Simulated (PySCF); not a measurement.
Structure problem from calculated spectra and properties.

Formula: C6H9NSi.

| Property | Result |
| --- | --- |
| 13C NMR | chemical shifts (computed TMS as zero) by class: 166.2 (1 C), 155.6 (1 C), 141.6 (1 C), 126.3 (1 C), 124.5 (1 C), 23.7 (1 C) ppm [GIAO PBE0/pcSseg-1] |
| Rotational structure | rotational constants A, B, C: 4.025, 1.032, 0.929 GHz [PBE0-D3(BJ)/def2-SVP] |
| UV, strongest line | among the 10 lowest singlet transitions: S8 at 7.08 eV (175 nm, f = 0.503) [TDDFT PBE0/def2-SVPD] |
| Dipole | 1.93 D [PBE0/def2-SVPD] |
| Polarisability | 104.5 au [PBE0/def2-SVPD] |
| Triplet | lowest triplet excitation (Tamm–Dancoff): 4.10 eV [TDA PBE0/def2-SVPD] |
| NMR, other nuclei | isotropic shieldings of nuclei other than C and H, by class: -90 (1 N), 410 (1 Si) ppm [GIAO PBE0/pcSseg-1] |

The electronic properties come from PySCF, for the isolated species, density fitting. Levels stand in brackets. Isolated species at its PBE0-D3(BJ)/def2-SVP geometry (one conformer only). Each NMR value is the plain mean over a class of atoms that symmetry, rotation or inversion makes alike.

Task: What is the compound? Reason from the data.

Result: Numbering: `[SiH3:1][CH2:2][c:3]1[cH:4][cH:5][cH:6][cH:7][n:8]1`. Its formula, C6H9NSi, gives 4 degrees of unsaturation: 1 ring and 3 π bonds in the structure found (Kekulé form). 6 carbons fall into 6 classes; from least to most shielded: substituted aromatic carbon [C3] (166.2 ppm), aromatic CH next to a ring nitrogen [C7] (155.6 ppm), aromatic CH carbon [C5] (141.6 ppm), aromatic CH carbon [C4] (126.3 ppm), aromatic CH carbon [C6] (124.5 ppm), chain sp3 carbon bound to silicon [C2] (23.7 ppm). The other shieldings belong to: -90 ppm, pyridine-type nitrogen [N8]; 410 ppm, SiH3 silicon [Si1]. The optimised geometry has point group C1 and is an asymmetric top. Structure: `[SiH3]Cc1ccccn1`. Computed isomers that give other values at the same levels: `[SiH3]Cc1ccncc1` (13C chemical shifts (computed TMS as zero) by class: 156.0 (2 C), 153.6 (1 C), 127.6 (2 C), 19.7 (1 C) ppm). The assignments are read from this structure; whether some other isomer fits the data as well wasn't checked.

Shape of the structure used: `[SiH3:1][CH2:2][c:3]1[cH:4][cH:5][cH:6][cH:7][n:8]1`: Si1–C2–C3–C4 89°.
